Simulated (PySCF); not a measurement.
Numbering as in the mapped SMILES `[CH3:1][N:2]([CH3:3])[c:4]1[cH:5][cH:6][p:7][c:8]([Cl:9])[cH:10]1`. Each H is labelled by its parent atom.

Geometry: PBE0-D3(BJ)/def2-SVP; GIAO absolute shieldings from PySCF 2.14.0 with density-fitted response routines, gas phase, non-relativistic, averaged over equivalent atoms.

At PBE0/pcSseg-1 (229 basis functions, 59 s wall time on 1 thread of an Arm Neoverse V2, shared host):
| atoms | σ (ppm) |
| --- | --- |
| C8 | 0.9 |
| C6 | 18.8 |
| C4 | 31.5 |
| C10 | 60.0 |
| C5 | 65.2 |
| C1/C3 | 142.8 |
| N2 | 189.0 |
| P7 | 169.9 |
| Cl9 | 652.4 |
| H(C6) | 22.73 |
| H(C10) | 24.17 |
| H(C5) | 24.43 |
| H(C1)/H(C3) | 28.28 |

**Question.** Estimate the result of repeating the calculation with KT2/pcSseg-1.

**Answer.** 
```csv
atoms,σ at KT2/pcSseg-1,change
C8,13.3,+12.4
C6,32.8,+14.0
C4,40.9,+9.4
C10,68.5,+8.5
C5,74.1,+8.9
C1/C3,141.4,-1.4
N2,183.9,-5.1
P7,212.8,+42.9
Cl9,634.4,-18.0
H(C6),23.11,+0.38
H(C10),24.37,+0.20
H(C5),24.63,+0.20
H(C1)/H(C3),28.15,-0.13
```

The largest change is at P7 (phosphorus bonded to 2 C, in a 6-membered ring). Cost: 229 basis functions, 56 s wall time on 1 thread of an Arm Neoverse V2, shared host. The order of the carbon signals is the same at both levels.

Carbons that carry Cl, above all several Cl atoms, come out too deshielded, partly because spin–orbit coupling is missing.
